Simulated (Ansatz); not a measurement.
F₂H₃NSeSn (`[NH2][Sn]([F])([F])[SeH]`). The species carries charge 0 and has multiplicity 1. Correlated methods include outer-core shells of Se, Sn, which these sets cover unevenly. Scalar relativity is left out up to krypton. Sn: def2 effective core potential.

Cartesian coordinates in Å:
```
N -0.839 0.004 -1.503
Sn -0.110 0.001 0.351
F 0.494 -1.710 0.963
F -1.642 0.305 1.443
Se 1.743 1.601 0.760
H -1.736 -0.461 -1.565
H -0.213 -0.400 -2.189
H 2.304 0.660 1.741
```

Give the diagnostics of a CCSD(T)/def2-TZVPP run (frozen core, Ansatz). (Estimate.)

The calculation gave: T1 = 0.0128, largest single amplitude 0.037, largest double 0.037, (T) share of the correlation energy 3.3 %, 10 CCSD cycles. The RHF solution is stable towards an unrestricted one. T1 lies under the customary mark of 0.02 for closed shells.
